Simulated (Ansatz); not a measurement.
Reaction (cleavage of the Ge–Si bond): `O=[CH][GeH2][SiH3]` + H₂Se → `O=[CH][GeH2][SeH]` + SiH₄

Calculated with Ansatz (gas phase, PBE0-D4/def2-TZVP geometries, no zero-point term in ΔE). CCSD(T)/CBS is the MP2 limit (def2-TZVPP, def2-QZVPP) plus CCSD(T) − MP2 in def2-TZVPP, frozen cores. This one scheme is used for every species. DFT in def2-TZVPP. For Ge, Se outer-core shells are correlated without core-valence functions, which leaves a few kJ/mol of doubt a bond. Scalar relativity is left out up to krypton. Each species was taken in one conformer, which may not be the lowest.

`O=[CH][GeH2][SiH3]`:

```xyz
10

O     1.602   -1.546    1.653
C     1.469   -0.437    1.218
Ge   -0.326    0.363    0.802
Si   -0.801    0.021   -1.508
H     2.366    0.191    1.005
H    -0.256    1.871    1.111
H    -1.369   -0.312    1.704
H    -0.877   -1.435   -1.789
H    -2.092    0.663   -1.868
H     0.285    0.621   -2.328
```

H₂Se:

Cartesian coordinates in Å:
```
Se -0.451 0.511 0.059
H -0.311 -0.635 -0.846
H 0.762 0.124 0.787
```

`O=[CH][GeH2][SeH]`:

```xyz
8

O    -0.579   -1.030    2.016
C    -0.149   -1.098    0.900
Ge    0.630    0.487   -0.056
Se   -0.505    0.707   -2.109
H    -0.199   -2.052    0.326
H     2.090    0.215   -0.449
H     0.489    1.737    0.823
H    -1.776    1.035   -1.451
```

SiH₄:

```xyz
5

Si    0.000    0.000    0.000
H     1.159    0.925   -0.077
H     0.478   -1.366    0.329
H    -0.703   -0.023   -1.308
H    -0.934    0.465    1.056
```

Task: Is it downhill or uphill in electronic energy at CCSD(T)/CBS, and by how much? (Estimate.)

Result: The calculation gave: Downhill: ΔE = -42.7 kJ/mol.

Task: What do these levels give: PBE-D4, r2SCAN-D4, PBE0-D4, ωB97X-V, ωB97M-V, PBE0, MP2/def2-TZVPP, SCS-MP2/def2-TZVPP, CCSD/def2-TZVPP, MP2/def2-QZVPP, SCS-MP2/def2-QZVPP, MP2/CBS(def2)? (Best estimate.)

Result: Computed: PBE-D4 -36.1, r2SCAN-D4 -40.6, PBE0-D4 -39.0, ωB97X-V -42.9, ωB97M-V -44.3, PBE0 -38.9, MP2/def2-TZVPP -50.4, SCS-MP2/def2-TZVPP -51.3, CCSD/def2-TZVPP -43.9, MP2/def2-QZVPP -49.9, SCS-MP2/def2-QZVPP -50.7, MP2/CBS(def2) -49.7 kJ/mol.

Largest T1 diagnostic among the species: 0.015.

In def2-TZVPP, CCSD(T) changes the Hartree–Fock value by +13.2 kJ/mol (the triples alone add +0.5 kJ/mol) and MP2 by +6.2 kJ/mol.
